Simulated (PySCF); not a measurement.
## From computed data to an observable: entropy of an ideal gas

Be(H)(SeH) (BeH₂Se), SMILES [BeH][SeH].

The structure is a stationary point at PBE0-D3(BJ)/def2-TZVP.

PBE0-D3(BJ)/def2-TZVP run with PySCF gives the harmonic wavenumbers 406, 521, 599, 639, 2150, 2427 cm⁻¹ and the rotational temperatures 11.2522, 0.5574, 0.5311 K. The molar mass is 90.00 g/mol, the symmetry number 1, the spin multiplicity 1.

Q: Work out the entropy at 298.15 K and 1 atm in the rigid-rotor, harmonic-oscillator model.

A: 
Translation (Sackur–Tetrode at 1 atm): S = R[1.5 ln M + 2.5 ln T − 1.16487] = 164.9 J/(mol K).
Rotation: q = (√π/σ) T^1.5/√(θA θB θC) = 5000, S = R[ln q + 3/2] = 83.3 J/(mol K).
Vibration: with u = 1.4388 ν/T, each mode gives R[u/(e^u − 1) − ln(1 − e^−u)]:
```tsv
ν (cm⁻¹)	modes	u	S (J/(mol K))
406	1	1.96	3.94
521	1	2.51	2.54
599	1	2.89	1.89
639	1	3.08	1.62
```
The stiffer modes add less than 0.005 each. Sum 10.0 J/(mol K).
Spin: R ln 1 = 0.0 J/(mol K).
Total 258.1 J/(mol K); the program's own thermochemistry gives 258.1. Translation makes up 64 % and vibration 4 %. Anharmonicity, hindered rotation and orbital degeneracy are left out.
